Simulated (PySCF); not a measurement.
An unknown gives this computed stick spectrum. Level of theory: PySCF 2.14.0, density-fitted response routines, TDDFT CAM-B3LYP/def2-SVPD, vertical, gas phase, core orbitals frozen in the response. Geometries: GFN2-xTB, one conformer each.

```
state  E (eV)  λ (nm)       f
   S1    4.92   252.0   0.183
   S2    5.11   242.8  0.0055
   S3    5.79   214.1  0.0040
   S4    6.43   192.9   0.062
   S5    6.67   185.8  0.0011
   S6    6.87   180.4  0.0000
   S7    6.96   178.2  0.0012
   S8    7.17   172.8  0.0096
```

Triplets computed (Tamm–Dancoff): 2.65, 4.27, 5.56 eV.

Task: Which structure fits? All have the formula C5H9OP.
A. `CP(CC#C)(C)=O`
B. `CO/C=P/C1CC1`
C. `C(P1(CCC1)=O)=C`
D. `CP1(=O)CC=CC1`

Result: B. Its S1, at 4.92 eV, is the lowest among the candidates; the nearest of the others has S1 at 6.03 eV. S1 is HOMO→LUMO (96%). Löwdin shares by element: HOMO phosphorus 34%, carbon 33% or more, oxygen 19%; LUMO phosphorus 39%, carbon 38% or more, oxygen 11%. At the same level the other candidates give, for their lowest levels:
- `CP1(=O)CC=CC1`: 6.83 eV (f 0.015); 6.95 eV (f 0.099); 7.07 eV (f 0.003); 7.36 eV (f 0.001); 7.45 eV (f 0.056); T1 4.38 eV; HOMO -8.88, LUMO 1.05 eV
- `C#CCP(C)(C)=O`: 6.56 eV (f 0.000); 6.74 eV (f 0.026); 6.80 eV (f 0.002); 7.19 eV (f 0.002); 7.49 eV (f 0.052); T1 5.43 eV; HOMO -8.87, LUMO 1.03 eV
- `C=CP1(=O)CCC1`: 6.03 eV (f 0.001); 6.42 eV (f 0.082); 7.35 eV (f 0.025); 7.36 eV (f 0.409); 7.42 eV (f 0.063); T1 4.36 eV; HOMO -9.02, LUMO 0.34 eV

The values belong to the conformer `[CH3:1][O:2]/[CH:3]=[P:4]/[CH:5]1[CH2:6][CH2:7]1`: C1–O2–C3–P4 0°, C3–P4–C5–C6 37°.
